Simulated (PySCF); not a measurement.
SMILES [CH2]C(COC)O (C4H9O2), doublet (GFN2-xTB optimised geometry):

```
15

C     -0.569    -2.561    -3.423
C     -1.079    -1.179    -3.455
O     -2.475    -1.098    -3.340
C     -0.413    -0.324    -2.337
O     -0.802    -0.874    -1.100
C     -0.295    -0.166     0.000
H     -1.186    -3.356    -3.057
H      0.453    -2.758    -3.676
H     -0.828    -0.695    -4.411
H     -2.706    -1.416    -2.458
H      0.680    -0.343    -2.447
H     -0.762     0.717    -2.418
H     -0.646     0.874     0.000
H     -0.658    -0.673     0.892
H      0.802    -0.166     0.000
```

Calculation: unrestricted B3LYP/def2-TZVP (PySCF).

What are the frontier orbital energies (α orbitals alone; a β orbital can be the lowest empty one) and the dipole moment?

HOMO-2 -7.66 eV, HOMO-1 -7.48 eV, HOMO -5.76 eV, LUMO 0.87 eV, LUMO+1 1.49 eV; dipole moment 2.28 D.

On the same geometry unrestricted PBE/def2-TZVP (PySCF) gives HOMO-2 -6.23 eV, HOMO-1 -6.10 eV, HOMO -4.69 eV, LUMO 0.35 eV, LUMO+1 0.97 eV; dipole moment 2.14 D.

Meta-Löwdin charges at B3LYP/def2-TZVP: C1 -0.27, C2 0.14, O3 -0.54, C4 0.00, O5 -0.40, C6 -0.11, H7 0.13, H8 0.12, H9 0.12, H10 0.34, H11 0.08, H12 0.09, H13 0.09, H14 0.12, H15 0.09.
